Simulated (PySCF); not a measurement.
**Working out the ionisation energy of Mg²⁺**

Mg²⁺ [Ne] (1S) → Mg³⁺ [He] 2s2 2p5 (2P). Computed with PySCF 2.14 in Sapporo-DZP-2012 (5s4p1d, 22 functions), with the spin-free X2C one-electron Hamiltonian (Gaussian nucleus). Frozen: [He] 2s2. Energies in hartree (1 hartree = 27.21139 eV):

| part | Mg²⁺ (lower) | Mg³⁺ (upper) |
| --- | --- | --- |
| UHF | -199.086508 | -196.199526 |
| CCSD correlation | -0.169209 | -0.112222 |
| (T) | -0.000488 | -0.000177 |

What does Hartree-Fock give?

(-196.199526) − (-199.086508) = 2.886982 hartree = 78.559 eV.

What do CCSD and CCSD(T) give?

The CCSD correlation energies differ by 0.056987 hartree = 1.551 eV and the triples by 0.000311 hartree = 0.008 eV, so CCSD gives 80.110 eV and CCSD(T) 80.118 eV.

Reference: 80.144 eV (measured; NIST Atomic Spectra Database, ionization energies), between the lowest levels; spin-orbit coupling is absent from the calculation.

A double-zeta basis recovers only part of the correlation energy.

What remains against the reference includes basis incompleteness, the frozen core and higher excitations.
